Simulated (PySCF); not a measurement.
**How methods differ on the ionisation energy of Fe⁺**

Fe⁺ [Ar] 3d6 4s1 (6D) → Fe²⁺ [Ar] 3d6 (5D), as a difference of total energies. Computed with PySCF 2.14 in aug-cc-pVTZ with one added diffuse shell each of s, p, d, f, g type (9s8p6d4f3g, 118 functions), with the non-relativistic Hamiltonian (point nucleus). Correlated levels: valence: [Ar] frozen. The calculations carry no spin-orbit coupling.

```
           method  ionisation energy (eV)
              UHF                  15.114
              LDA                  16.895
              PBE                  16.644
             PBE0                  16.310
           r2SCAN                  16.479
              M06                  15.983
             PW91                  16.720
          wB97X-V                  15.925
    MP2 (valence)                  15.715
SCS-MP2 (valence)                  15.462
```

How much does correlation contribute at MP2 (valence)?

15.715 − (15.114) = 0.601 eV, measured against UHF.

These non-relativistic numbers lack the scalar-relativistic shift.

Errors of the correlated levels include the incompleteness of this basis and the frozen core.

For comparison: 16.199 eV (measured; NIST Atomic Spectra Database, ionization energies).
